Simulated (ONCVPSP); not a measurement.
## u(r) = r·R(r): atom against pseudo-atom (iron)

Columns: radius, all-electron u(r) and pseudo u(r) of the 3p shell (level -68.47 eV) of iron in the configuration [Ne] 3s2 3p6 3d6 4s1; PBEsol, scalar-relativistic, ONCV scheme, ONCVPSP 4.0.1.

```json
{"r (bohr)": "0.070", "all-electron": "-0.3924", "pseudo": "0.0309"}
{"r (bohr)": "0.140", "all-electron": "-0.6075", "pseudo": "0.1196"}
{"r (bohr)": "0.210", "all-electron": "-0.4481", "pseudo": "0.2551"}
{"r (bohr)": "0.280", "all-electron": "-0.0981", "pseudo": "0.4215"}
{"r (bohr)": "0.350", "all-electron": "0.2853", "pseudo": "0.6000"}
{"r (bohr)": "0.420", "all-electron": "0.6187", "pseudo": "0.7718"}
{"r (bohr)": "0.490", "all-electron": "0.8702", "pseudo": "0.9208"}
{"r (bohr)": "0.560", "all-electron": "1.0372", "pseudo": "1.0358"}
{"r (bohr)": "0.630", "all-electron": "1.1292", "pseudo": "1.1103"}
{"r (bohr)": "0.700", "all-electron": "1.1618", "pseudo": "1.1437"}
{"r (bohr)": "0.770", "all-electron": "1.1506", "pseudo": "1.1398"}
{"r (bohr)": "0.840", "all-electron": "1.1086", "pseudo": "1.1050"}
{"r (bohr)": "0.910", "all-electron": "1.0469", "pseudo": "1.0477"}
{"r (bohr)": "0.980", "all-electron": "0.9737", "pseudo": "0.9760"}
{"r (bohr)": "1.050", "all-electron": "0.8950", "pseudo": "0.8969"}
{"r (bohr)": "1.120", "all-electron": "0.8150", "pseudo": "0.8160"}
{"r (bohr)": "1.190", "all-electron": "0.7366", "pseudo": "0.7369"}
{"r (bohr)": "1.260", "all-electron": "0.6617", "pseudo": "0.6617"}
{"r (bohr)": "1.330", "all-electron": "0.5914", "pseudo": "0.5913"}
{"r (bohr)": "1.400", "all-electron": "0.5265", "pseudo": "0.5264"}
{"r (bohr)": "1.470", "all-electron": "0.4670", "pseudo": "0.4669"}
{"r (bohr)": "1.540", "all-electron": "0.4130", "pseudo": "0.4129"}
{"r (bohr)": "1.610", "all-electron": "0.3643", "pseudo": "0.3643"}
{"r (bohr)": "1.680", "all-electron": "0.3207", "pseudo": "0.3206"}
{"r (bohr)": "1.750", "all-electron": "0.2818", "pseudo": "0.2817"}
{"r (bohr)": "1.820", "all-electron": "0.2472", "pseudo": "0.2471"}
```

(1) How many radial nodes do the two functions have?

(2) At about which radius was the pseudo-wave matched?

(3) Is the pseudo-wave norm-conserving?

## Answers

(1) The all-electron 3p function has n − l − 1 = 1; the pseudo-wave has 0, since the states of the same l below it are removed with the core.

(2) 1.40 bohr. The columns agree to 0.0005 from 1.19 bohr on; several derivatives are matched, so the curves merge somewhat inside the radius.

(3) Yes: the ONCV scheme keeps the norm inside the radius equal to the all-electron one, which fixes the energy derivative of the logarithmic derivative at the level.
